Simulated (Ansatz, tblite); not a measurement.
Isomers of Al4O6 (singlet), found by a short tight-binding search and relaxed with r2SCAN-D4/def2-SVP in Ansatz.

The xTB rows come from tblite. Correlated methods freeze 26 core orbitals.

Run but left out: HF/def2-SVP (B: restricted singlet, unstable towards broken spin symmetry); PBE-D4/def2-TZVP, r2SCAN-D4/def2-TZVP (C: an occupied level 0.03 to 0.04 eV above an empty one); PBE0-D4/def2-TZVP, CAM-B3LYP-D4/def2-TZVP, ωB97M-V/def2-TZVP (C: restricted singlet whose occupied levels cross empty ones at other levels, untested at these).

B: At CCSD(T)/def2-SVP T1 of the charge 0 singlet is large (up to 0.024), so the single-reference result is doubtful. At CCSD(T)/def2-SVP the restricted singlet (for correlated methods, its reference) is unstable: a solution with broken spin symmetry lies lower. It holds 1 O–O bond. C: At CCSD(T)/def2-SVP T1 of the charge 0 singlet is large (up to 0.025), so the single-reference result is doubtful.

Other spin states weren't relaxed.

A:

Cartesian coordinates in Å:
```
Al -1.281 0.646 -0.800
Al 0.829 1.196 0.764
Al -0.538 -1.088 1.108
Al 0.991 -0.754 -1.072
O 1.969 0.478 -0.334
O -0.315 -0.117 -2.026
O 0.490 -1.994 0.039
O 0.315 0.117 2.026
O -0.490 1.994 -0.039
O -1.969 -0.478 0.334
```

B:

Cartesian coordinates in Å:
```
Al -1.592 0.240 -0.960
Al 0.079 1.028 1.018
Al 0.981 -0.229 -1.507
Al -0.279 -1.669 0.362
O -1.439 1.451 0.252
O -1.800 -1.405 -0.449
O 1.046 -1.788 -0.755
O 0.012 -0.589 1.660
O 1.287 1.230 -0.510
O 1.706 1.732 0.887
```

C:

```xyz
10

Al    0.719    1.325    0.287
Al   -1.031    0.970    2.059
Al    0.995   -0.972   -1.757
Al   -1.336   -0.705    0.212
O    -0.486   -1.536   -0.950
O     1.561    0.459   -0.861
O    -1.669   -0.652    1.924
O    -1.085    1.095    0.174
O     0.596    1.601    2.009
O     1.736   -1.584   -3.096
```

Estimate their order by electronic energy at CCSD(T)/def2-SVP, counted from the lowest.

A (0.0) < C (67.0) < B (135.7), in kcal/mol.

Do the other levels pick the same lowest one?

All that were run do. Energies above each level's lowest (kcal/mol):

| level | A | B | C |
| --- | --- | --- | --- |
| GFN1-xTB | 0.0 | 101.1 | 29.0 |
| GFN2-xTB | 0.0 | 112.9 | 83.8 |
| MP2/def2-SVP | 0.0 | 147.0 | 67.0 |
| CCSD/def2-SVP | 0.0 | 140.5 | 68.6 |
| CCSD(T)/def2-SVP | 0.0 | 135.7 | 67.0 |
Point groups (tolerance 0.1 Å): A Td, B not assigned, C not assigned. Lower isomers may exist.
